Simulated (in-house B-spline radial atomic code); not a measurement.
A fraction x of an electron is moved 4p → 4f in Ag IV (Ag3+), starting from [Kr] 4d8 and keeping the highest spin. Level of theory: scalar-relativistic (X2C) PBE, spin-polarised, spherical fractional occupations, Fermi nucleus of rms radius 4.5454 fm; calculated with a B-spline radial code for spherical atoms.

| x | E(x) - E(0) (eV) | 4p down level (eV) | 4f up level (eV) |
| --- | --- | --- | --- |
| 0 | 0.0000 | -95.907 | - |
| 0.125 | 10.7866 | -97.160 | -10.506 |
| 0.25 | 21.6725 | -98.374 | -10.853 |
| 0.375 | 32.6660 | -99.547 | -11.177 |
| 0.5 | ? | ? | ? |
| 0.625 | ? | ? | ? |
| 0.75 | 66.2530 | -102.784 | -12.079 |
| 0.875 | 77.6354 | -103.764 | -12.357 |
| 1 | 89.1031 | -104.693 | -12.624 |

(1) What belongs in the row x = 0.5?

(2) What belongs in the row x = 0.625?

(3) Check Janak's theorem between x = 0.125 and 0.25.

Answers

(1) An energy change of 43.7635 eV; 4p down at -100.674 eV, 4f up at -11.489 eV.

(2) An energy change of 54.9608 eV; 4p down at -101.754 eV, 4f up at -11.790 eV.

(3) The slope of the energy is 87.09 eV; the orbital levels give 87.09 eV (ε of the receiving orbital less ε of the emptying one, averaged over the two points).
